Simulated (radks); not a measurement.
Values are calculated unless marked as measured or tabulated.
Problem. All-electron atom: Eu33+ in [Ar] 3d10 4s1.5 4p0.5 (fractional occupations, a model configuration). Code: a radial shooting solver on a logarithmic mesh with Libxc functionals. Model: scalar-relativistic Kohn-Sham, PBEsol, spin-polarised, spherical densities, point nucleus; open shells are filled with parallel spins first (spin-orbit coupling, left out, can overturn this in heavy ions). Some entries of the table are withheld. Estimate them.

| orbital | occ. | eigenvalue (eV) | <1/r> (bohr^-1) | <r> (bohr) |
|---|---|---|---|---|
| 1s up | 1 | -49657.91 | 70.22 | 0.02232 |
| 1s down | 1 | -49657.08 | 70.22 | 0.02232 |
| 2s up | 1 | -9219.511 | 16.30 | 0.09496 |
| 2s down | 1 | -9218.994 | 16.30 | 0.09496 |
| 2p up | 3 | -8359.068 | 15.26 | 0.08372 |
| 2p down | 3 | -8358.436 | 15.26 | 0.08372 |
| 3s up | 1 | -2958.190 | 6.069 | 0.2457 |
| 3s down | 1 | -2957.244 | 6.071 | 0.2456 |
| 3p up | 3 | -2689.686 | (1) | 0.2431 |
| 3p down | 3 | -2688.669 | (2) | 0.2430 |
| 3d up | 5 | -2339.873 | 5.447 | 0.2198 |
| 3d down | 5 | -2338.954 | 5.449 | 0.2197 |
| 4s up | 1 | -1396.043 | 2.930 | 0.4974 |
| 4s down | 0.5 | -1390.041 | 2.932 | 0.4973 |
| 4p up | 0.5 | -1294.779 | 2.783 | 0.5080 |
| 4p down | 0 | -1288.826 | 2.784 | 0.5080 |

Solution. 
(1) 3p up <1/r> (bohr^-1): 5.728
(2) 3p down <1/r> (bohr^-1): 5.730
